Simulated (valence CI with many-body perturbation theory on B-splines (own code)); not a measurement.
Valence orbitals of Pr XXVI

Calculated by configuration interaction combined with many-body perturbation theory (CI+MBPT): six valence electrons over a frozen Dirac-Fock core [Ar] 3d10, a basis of 9 s, 9 p, 8 d, 6 f, 3 g, 1 h functions for each j, with the one-electron correlation potential Σ1 (screened to all orders), the two-electron term Σ2, the three-electron term Σ3, Breit, model QED; selected single and double excitations, second order for the rest, scaled by the run's own slope (own B-spline code, finite nucleus).

No measured spectrum was set against this ion. As an estimate, levels hold to about 250 cm⁻¹ or 0.2 % of their energy and the worst to 1 %, as in measured heavy ions of charge 2 to 7; those with d or f electrons hold less well. Among the levels kept, up to 700 cm⁻¹ of a level comes from second order outside the variational space, and about a tenth of that is noise between levels of different J, which matters for small intervals.

These are the spectroscopic orbitals of the CI (the correlating ones are not listed), shaped by the core and the other valence electrons. h is the expectation value of the core's Dirac-Fock operator, without the valence repulsion; Σ1 is computed up to l = 3 at one energy for each symmetry, that of its lowest orbital but kept below the first core excitation, so for empty shells it is not the orbital's own correlation shift; Breit and QED include the response of the core.

```tsv
Orbital	h (hartree)	Σ1 (cm⁻¹)	Breit (cm⁻¹)	QED (cm⁻¹)	⟨r⟩ (bohr)
4s1/2	-42.912	-12450	4743	3567	0.5685
5s1/2	-25.185	-4197	1988	1515	0.9884
6s1/2	-16.563	-1963	1000	773	1.528
7s1/2	-11.727	-1097	582	451	2.180
4p1/2	-40.562	-12691	7330	-60.6	0.5734
5p1/2	-24.056	-4360	3111	-23.6	1.010
6p1/2	-15.946	-2089	1608	-11.8	1.563
7p1/2	-11.353	-1183	947	-6.8	2.229
4p3/2	-39.449	-11507	4521	288	0.5915
5p3/2	-23.547	-4078	1931	125	1.033
6p3/2	-15.671	-1980	1061	65.7	1.592
7p3/2	-11.188	-1130	627	39.0	2.263
4d3/2	-35.662	-12180	2923	-195	0.5934
5d3/2	-21.748	-4346	1283	-82.0	1.066
6d3/2	-14.69	-2179	695	-43.8	1.647
4d5/2	-35.429	-11775	1738	-73.9	0.5985
5d5/2	-21.639	-4217	741	-29.6	1.072
6d5/2	-14.63	-2116	402	-15.4	1.655
4f5/2	-31.379	-11421	863	-89.6	0.5745
5f5/2	-19.836	-3685	392	-43.1	1.082
4f7/2	-31.335	-11154	221	-55.3	0.5762
5f7/2	-19.811	-3595	102	-26.2	1.084
5g7/2	-18.97		15.5	-6.0	1.017
5g9/2	-18.961		-10.2	0.5	1.017
```

Among the shells of the start configuration 4s2 4p4, Σ1 is largest in size for 4p1/2, where it is 0.14 % of h.

Lowest root of each symmetry, sizes in configuration state functions:

```json
{"J": "0", "Parity": "even", "Roots": "3", "Reference": "20", "Variational": "37834", "Second order": "760383", "Change by selected CI (cm⁻¹)": "-20141", "Change by second order (cm⁻¹)": "-33"}
{"J": "1", "Parity": "even", "Roots": "2", "Reference": "37", "Variational": "54484", "Second order": "2312370", "Change by selected CI (cm⁻¹)": "-18636", "Change by second order (cm⁻¹)": "-84"}
{"J": "2", "Parity": "even", "Roots": "3", "Reference": "56", "Variational": "54373", "Second order": "3552966", "Change by selected CI (cm⁻¹)": "-18831", "Change by second order (cm⁻¹)": "-96"}
{"J": "0", "Parity": "odd", "Roots": "5", "Reference": "24", "Variational": "46583", "Second order": "1073094", "Change by selected CI (cm⁻¹)": "-31213", "Change by second order (cm⁻¹)": "-48"}
{"J": "1", "Parity": "odd", "Roots": "10", "Reference": "62", "Variational": "59994", "Second order": "2923757", "Change by selected CI (cm⁻¹)": "-25577", "Change by second order (cm⁻¹)": "-205"}
{"J": "2", "Parity": "odd", "Roots": "10", "Reference": "77", "Variational": "56856", "Second order": "5128696", "Change by selected CI (cm⁻¹)": "-20452", "Change by second order (cm⁻¹)": "-394"}
{"J": "3", "Parity": "odd", "Roots": "8", "Reference": "71", "Variational": "56899", "Second order": "6271131", "Change by selected CI (cm⁻¹)": "-32174", "Change by second order (cm⁻¹)": "-557"}
{"J": "4", "Parity": "odd", "Roots": "5", "Reference": "50", "Variational": "52951", "Second order": "5168177", "Change by selected CI (cm⁻¹)": "-32936", "Change by second order (cm⁻¹)": "-392"}
{"J": "5", "Parity": "odd", "Roots": "1", "Reference": "27", "Variational": "44611", "Second order": "3238398", "Change by selected CI (cm⁻¹)": "-33657", "Change by second order (cm⁻¹)": "-183"}
```
